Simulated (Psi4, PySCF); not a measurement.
C₃H₇S (SMILES C[C](C)S), doublet, at a GFN2-xTB geometry, atoms displaced at random by about 0.03 Å a coordinate. Base run: HF/STO-3G, gradient in PySCF.

Here is a job for PySCF.
```python
from pyscf import gto, scf

mol = gto.Mole()
mol.atom = '''
    C     1.365051   -1.033330   -0.018176
    C     0.008384   -0.310376    0.179324
    C    -1.229767   -1.154536    0.010400
    S     0.011926    1.363061   -0.123893
    H     1.463898   -1.445781   -0.942170
    H     1.406528   -1.868773    0.736873
    H     2.158398   -0.335321    0.226539
    H    -2.033988   -0.668240    0.521517
    H    -1.491508   -1.330814   -0.947482
    H    -1.131826   -2.123465    0.573990
    H    -1.244296    1.562378    0.246919
'''
mol.basis = 'sto-3g'
mol.charge = 0
mol.spin = 1
mol.verbose = 3
mol.build()

mf = scf.UHF(mol)
mf.kernel()
g = mf.nuc_grad_method()
grad = g.kernel()
```

Programs used: Psi4, PySCF; a row that names a program was run with it.

The coordinate followed is x of atom 7.

Each row names what was changed in the base input (with any setting that the change needs).

```csv
change,dE/dx (Eh/bohr),net force (Eh/bohr)
base,-0.006290,0.000000
conv_tol = 1e-11,-0.006290,0.000000
finite difference step (bohr) = 1e-5; conv_tol = 1e-11,-0.006290,-
density fitting = on,-0.006294,0.000000
conv_tol = 1e-6,-0.006290,0.000000
conv_tol = 1e-4,-0.006295,0.000000
code = psi4,-0.006295,0.000000
finite difference step (bohr) = 0.2; conv_tol = 1e-11,-0.008416,-
finite difference step (bohr) = 0.01; conv_tol = 1e-11,-0.006295,-
finite difference step (bohr) = 1e-4; conv_tol = 1e-11,-0.006290,-
density fitting = on; auxbasis_response = off,-0.006329,0.000382
finite difference step (bohr) = 1e-3; conv_tol = 1e-11,-0.006290,-
```

The net force is zero for an exact gradient.

Open shells are given as the SCF converged; they aren't shown to be the lowest states, and a large step between rows can be another state.
